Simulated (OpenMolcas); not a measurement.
# CrO3 (chromic anhydride): the vertical ionisation energy from total energies

The species is CrO3 (4 atoms), meant as a singlet with charge 0. SMILES: `[O]=[Cr](=[O])=[O]`. The coordinates come from a PBE0-D4/def2-TZVP relaxation.

Both states at this one shape; open shells run unrestricted unless said. 1 Eh = 27.2114 eV.

```tsv
level	program	singlet CrO3 (Eh)	doublet [CrO3]+ (Eh)	HOMO of the first (eV)
PBE/def2-SVP	OpenMolcas	-1269.425864	-1269.007122	-7.44
M06-L/def2-SVP	OpenMolcas	-1269.775034	-1269.345557	-7.97
B3LYP/def2-SVP	OpenMolcas	-1269.811711	-1269.376699	-8.94
```

Problem. Work out the vertical ionisation energy at each level.

Solution. 
1. PBE/def2-SVP: -1269.007122 − (-1269.425864) = 0.418742 Eh = 11.39 eV; −ε(HOMO) = 7.44 eV.
2. M06-L/def2-SVP: -1269.345557 − (-1269.775034) = 0.429477 Eh = 11.69 eV; −ε(HOMO) = 7.97 eV.
3. B3LYP/def2-SVP: -1269.376699 − (-1269.811711) = 0.435012 Eh = 11.84 eV; −ε(HOMO) = 8.94 eV.

No measured value is set beside it here; the levels span 11.39 to 11.84 eV. In semi-local functionals −ε(HOMO) lies far under the ionisation energy, a result of self-interaction, while the difference of totals does much better.
